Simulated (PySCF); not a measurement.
Structure problem from calculated spectra and properties.

Elements present: C, H and O. Monoisotopic mass: 138.0681 u.

| Quantity | Value |
| --- | --- |
| Dipole | 1.47 D [PBE0/pcSseg-1] |
| 13C NMR | chemical shifts (computed TMS as zero) by class: 167.8 (1 C), 155.8 (1 C), 104.8 (1 C), 84.7 (1 C), 57.2 (1 C), 13.7 (2 C), 12.5 (1 C) ppm [GIAO PBE0/pcSseg-1] |
| NMR, other nuclei | isotropic shieldings of nuclei other than C and H, by class: 45 (1 O), 235 (1 O) ppm [GIAO PBE0/pcSseg-1] |
| Rotational structure | rotational constants A, B, C: 5.004, 0.670, 0.622 GHz [GFN2-xTB] |
| 1H NMR | chemical shifts (computed TMS as zero) by class: 5.70 (1 H), 5.12 (1 H), 3.89 (3 H), 1.79 (1 H), 0.97 (2 H), 0.46 (2 H) ppm [GIAO PBE0/pcSseg-1] |

Gas-phase values; electronic properties from PySCF, density fitting. Levels stand in brackets. The structure is a single GFN2-xTB conformer in the gas phase; no vibrational or solvent corrections. NMR values are class means; diastereotopic atoms form classes of their own.

Question: Which formula fits the mass and the elements?

Answer: C8H10O2 (calculated 138.0681). No other formula that holds each of these elements comes within 0.0003 u with a fitting electron parity and a possible valence count.

Question: Give a SMILES that accounts for the data.

Answer: Numbering: `[CH3:1][O:2][c:3]1[cH:4][cH:5][c:6]([CH:7]2[CH2:8][CH2:9]2)[o:10]1`. Its formula, C8H10O2, gives 4 degrees of unsaturation: 2 rings and 2 π bonds in the structure found (Kekulé form). 8 carbons fall into 7 classes; from least to most shielded: aromatic carbon bearing oxygen [C3] (167.8 ppm), substituted aromatic carbon [C6] (155.8 ppm), aromatic CH carbon [C5] (104.8 ppm), aromatic CH carbon [C4] (84.7 ppm), methoxy carbon [C1] (57.2 ppm), three-membered-ring carbon [C8/C9] (13.7 ppm, 2 C), benzylic-type carbon [C7] (12.5 ppm). Hydrogen classes from least to most shielded: 1 H on an aromatic CH carbon, C5 (5.70 ppm), 1 H on an aromatic CH carbon, C4 (5.12 ppm), 3 H on a methoxy carbon, C1 (3.89 ppm, a mean of values up to 0.5 ppm apart in this geometry), 1 H on a benzylic-type carbon, C7 (1.79 ppm), 2 H on 2 three-membered-ring carbons, C8/C9 (0.97 ppm), 2 H on 2 three-membered-ring carbons, C8/C9 (0.46 ppm). The other shieldings belong to: 45 ppm, furan-type oxygen [O10]; 235 ppm, aryl ether oxygen [O2]. By its constants the optimised geometry is an asymmetric top. Structure: `COC1=CC=C(C2CC2)O1`. Computed isomers that give other values at the same levels: `COc1ccccc1OC` (13C chemical shifts (computed TMS as zero) by class: 156.9 (2 C), 124.9 (2 C), 112.9 (2 C), 55.5 (2 C) ppm); `COc1ccc(OC)cc1` (13C chemical shifts (computed TMS as zero) by class: 160.2 (2 C), 118.4 (4 C), 55.8 (2 C) ppm); `COCc1ccc(O)cc1` (13C chemical shifts (computed TMS as zero) by class: 163.4 (1 C), 136.2 (1 C), 135.6 (2 C), 118.7 (2 C), 78.2 (1 C), 57.7 (1 C) ppm). The assignments are read from this structure; whether some other isomer fits the data as well wasn't checked.

Conformer computed: `[CH3:1][O:2][c:3]1[cH:4][cH:5][c:6]([CH:7]2[CH2:8][CH2:9]2)[o:10]1`: C1–O2–C3–C4 -2°, C5–C6–C7–C8 37°.
